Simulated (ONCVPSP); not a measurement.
Potentials for Ba compared

Generated with ld1.x 7.5 (TM, RRKJ, ultrasoft, PAW), atompaw 4.2 or ONCVPSP 4.0.1. The cutoff is in Ry: for ld1.x and atompaw files where the sum of valence levels is converged to 10 mRy in a Bessel basis, for ONCV files where the hardest occupied wave has 1 mHa per electron of residual kinetic energy. The error is the largest all-electron minus pseudo excitation energy over each file’s own four to seven test configurations (ionisations up to +4, promotions, holes and added fractions of an electron), all of which were solved. The labels leave out finer settings (local radius, basis sizes, second energies), which also bear on the numbers. Spin-polarised tests are not counted. The rows are a selection from randomly drawn settings: files with unsolved tests, undetermined cutoffs or missed reference levels are left out.

A true bound ghost makes a file unfit for plane-wave use even where its test errors are small: the radial tests pick states by their node count and pass the ghost by.

| potential | cutoff (Ry) | largest error (meV) | bound ghosts |
| --- | --- | --- | --- |
| ONCV, PW91, scalar-relativistic, rc 2.70/3.55/2.70 (spd), local d, core correction yes, reference 5s2 5p6 6s1 6p1, qcut 5/4.3/4, projectors 2/2/0 | 18 | -13 | none |
| ONCV, PBEsol, scalar-relativistic, rc 3.10/2.30/2.45 (spd), local smoothed, core correction no, reference 5s2 5p6 6s2, qcut 3.8/6.4/4.5, projectors 2/2/1 | 24 | -288 | none |
| ONCV, PBE, scalar-relativistic, rc 2.30/2.05/2.05 (spd), local d, core correction yes, reference 5s2 5p6 6s1.5, qcut 5.2/4.2/4.3, projectors 2/2/0 | 19 | -30 | none |
| ONCV, PBE, non-relativistic, rc 2.40/1.95/2.15 (spd), local smoothed, core correction yes, reference 5s2 5p6 6s2, qcut 4.5/3.5/4, projectors 2/2/3 | 75 | -2.7 | none |
| ONCV, PBE, scalar-relativistic, rc 2.40/3.20/2.85 (spd), local smoothed, core correction no, reference 5s2 5p6 6s1.75 6p0.25, qcut 4.5/5.5/3.6, projectors 2/3/2 | 14 | -1.7 | none |

Q: Fill in the row for Ba: ONCV, PW91, scalar-relativistic, rc 2.30/2.80/3.45 (spd), local smoothed, core correction yes, reference 5s2 5p6 5d0.5 6s1.5, qcut 5.3/5.2/3.6, projectors 2/2/1.

A: cutoff 20 Ry, largest error +0.6 meV, bound ghosts: none.

Q: Fill in the row for Ba: ONCV, PBE, scalar-relativistic, rc 2.75/3.60/3.10 (spd), local smoothed, core correction yes, reference 5s2 5p6 6s1 6p1, qcut 4.6/4.9/2.6, projectors 2/2/3.

A: cutoff 13 Ry, largest error -2.2 meV, bound ghosts: d.

Q: Fill in the row for Ba: ONCV, PBE, scalar-relativistic, rc 2.30/2.95/2.75 (spd), local smoothed, core correction yes, reference 5s2 5p6 6s2, qcut 5.6/4.8/3.7, projectors 2/1/2.

A: cutoff 21 Ry, largest error -12 meV, bound ghosts: none.
